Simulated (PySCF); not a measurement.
Simulation results for CH₂BClSi, B₂H₄NSi

All values are calculated (PySCF 2.14.0). Calculation on a computer-drawn molecule: optimised geometry and harmonic frequencies of an isolated molecule of the commonest isotopes, restricted reference for singlets and unrestricted otherwise, frozen core in MP2.

Common to all runs: multiplicity 1; basis cc-pV(D+d)Z.

```json
{"entry": 1, "formula": "CH2BClSi", "start_structure": {"atoms_angstrom": [["B", -0.859, 0.2906, 1.9617], ["C", -0.9345, -0.9979, 1.5336], ["Si", 0.2358, -1.9285, 0.3906], ["Cl", -0.7105, -3.8256, 0.3701], ["H", -0.7495, 1.355, 2.2665], ["H", -1.739, -1.6295, 1.8722]]}, "given": {"charge": 0, "method": "HF", "drawn_bonds_atom": [1, 2, 3, 1, 2], "drawn_bonds_other_atom": [2, 3, 4, 5, 6], "drawn_bonds_order": [2, 1, 1, 1, 1]}, "results": {"optimised_atom_element": ["B", "C", "Si", "Cl", "H", "H"], "optimised_atom_x [angstrom]": [-0.8389, -1.068, 0.1955, -0.5654, -0.573, -1.907], "optimised_atom_y [angstrom]": [0.2446, -1.086, -1.811, -3.785, 1.368, -1.666], "optimised_atom_z [angstrom]": [1.926, 1.603, 0.4641, 0.2792, 2.147, 1.975], "modes_frequency [cm^-1]": [105.5, 145.7, 255.0, 493.8, 636.8, 691.8, 789.7, 840.0, 1024, 1504, 2947, 3331], "modes_reduced_mass [dalton]": [2.992, 3.447, 6.075, 17.07, 1.292, 3.28, 1.289, 1.437, 1.444, 5.823, 1.13, 1.092], "rotational_constants [GHz]": [17.92, 2.344, 2.073], "total_energy [hartree]": -812.1275, "convergence_status_largest_gradient_component [hartree/bohr]": 2.344e-05}}
{"entry": 2, "formula": "CH2BClSi", "start_structure": {"atoms_angstrom": [["B", -0.8389, 0.2446, 1.9255], ["C", -1.068, -1.0859, 1.6031], ["Si", 0.1955, -1.8114, 0.4641], ["Cl", -0.5654, -3.7851, 0.2792], ["H", -0.573, 1.3679, 2.1474], ["H", -1.9069, -1.6659, 1.9754]]}, "given": {"charge": 0, "method": "MP2", "drawn_bonds_atom": [1, 2, 3, 1, 2], "drawn_bonds_other_atom": [2, 3, 4, 5, 6], "drawn_bonds_order": [2, 1, 1, 1, 1]}, "results": {"optimised_atom_element": ["B", "C", "Si", "Cl", "H", "H"], "optimised_atom_x [angstrom]": [-0.8448, -1.234, 0.1587, -0.4587, -0.3532, -2.024], "optimised_atom_y [angstrom]": [0.2022, -1.117, -1.65, -3.645, 1.28, -1.806], "optimised_atom_z [angstrom]": [1.914, 1.708, 0.5486, 0.2554, 1.963, 2.006], "modes_frequency [cm^-1]": [101.3, 130.9, 217.9, 505.8, 589.5, 615.9, 727.9, 754.6, 864.4, 1462, 2859, 3305], "modes_reduced_mass [dalton]": [3.623, 3.483, 6.777, 13.92, 1.358, 4.386, 1.171, 1.248, 1.535, 4.899, 1.13, 1.103], "rotational_constants [GHz]": [17.53, 2.498, 2.186], "total_energy [hartree]": -812.5471, "convergence_status_largest_gradient_component [hartree/bohr]": 2.422e-05}}
{"entry": 3, "formula": "B2H4NSi", "start_structure": {"atoms_angstrom": [["B", -2.6597, 1.6275, -2.365], ["N", -1.7158, 0.8364, -2.4847], ["B", -0.5786, 0.0268, -2.5682], ["Si", -0.3295, -1.5678, -1.5307], ["H", -3.5785, 2.2987, -2.294], ["H", 0.2029, 0.3206, -3.4724], ["H", -0.7843, -2.9362, -1.7856], ["H", 0.3609, -1.6089, -0.2299]]}, "given": {"charge": 1, "method": "HF", "drawn_bonds_atom": [1, 2, 3, 1, 3, 4, 4], "drawn_bonds_other_atom": [2, 3, 4, 5, 6, 7, 8], "drawn_bonds_order": [2, 1, 1, 1, 1, 1, 1]}, "results": {"optimised_atom_element": ["B", "N", "B", "Si", "H", "H", "H", "H"], "optimised_atom_x [angstrom]": [-2.672, -1.673, -0.5299, -0.3245, -3.608, 0.3096, -0.8943, 0.3092], "optimised_atom_y [angstrom]": [1.563, 0.8053, 0.09119, -1.581, 2.252, 0.3246, -2.9, -1.558], "optimised_atom_z [angstrom]": [-2.34, -2.457, -2.716, -1.497, -2.213, -3.526, -1.811, -0.1707], "modes_frequency [cm^-1]": [89.14, 91.29, 209.0, 246.3, 427.0, 525.6, 732.9, 811.7, 832.0, 843.9, 1021, 1076, 1223, 1974, 2380, 2409, 2784, 3014], "modes_reduced_mass [dalton]": [3.469, 1.085, 3.127, 4.088, 1.082, 3.027, 1.56, 1.335, 1.575, 1.395, 1.086, 1.429, 3.093, 5.961, 1.031, 1.055, 1.098, 1.178], "rotational_constants [GHz]": [22.91, 2.748, 2.527], "total_energy [hartree]": -394.8314, "convergence_status_largest_gradient_component [hartree/bohr]": 2.121e-05}}
```
